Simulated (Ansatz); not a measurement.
`COB(Br)OC`. Total charge 0; spin multiplicity 1.

```xyz
12

C     1.5530   -0.0147    1.5133
O     0.3434   -0.7524    1.4424
B    -0.4868   -0.5856    0.3988
Br   -2.1131   -1.6428    0.4008
O    -0.1977    0.2753   -0.5964
C    -1.0221    0.5013   -1.7232
H     2.0591   -0.3134    2.4302
H     2.1938   -0.2317    0.6556
H     1.3543    1.0592    1.5398
H    -0.5260    1.2497   -2.3403
H    -2.0038    0.8715   -1.4209
H    -1.1543   -0.4163   -2.3002
```

Q: List the harmonic frequencies (cm⁻¹, unscaled) at PBE0-D4/def2-TZVP in Ansatz. (An estimate is asked.)

A: Computed: 69, 73, 128, 170, 178, 191, 321, 418, 579, 625, 1023, 1062, 1180, 1180, 1184, 1199, 1293, 1412, 1484, 1490, 1493, 1493, 1493, 1538, 3050, 3053, 3122, 3130, 3151, 3154.

Q: Is this a minimum?

A: Yes, all 30 modes are real.

Q: Give the ideal-gas thermochemistry at 298.15 K and 1 bar (rigid rotor, harmonic oscillator; point group Cs, symmetry number 1).

A: Zero-point energy 238.9 kJ/mol; H(298) − E = 262.5 kJ/mol; entropy 382.0 J/(mol·K), of which translation 171.6, rotation 119.4, vibration 91.0; G(298) − E = 148.6 kJ/mol. Modes under 100 cm⁻¹ are hindered rotations or soft bends, so the harmonic entropy is rough.

Q: Rotational constants (cm⁻¹)?

A: 0.1031, 0.05224, 0.03513.
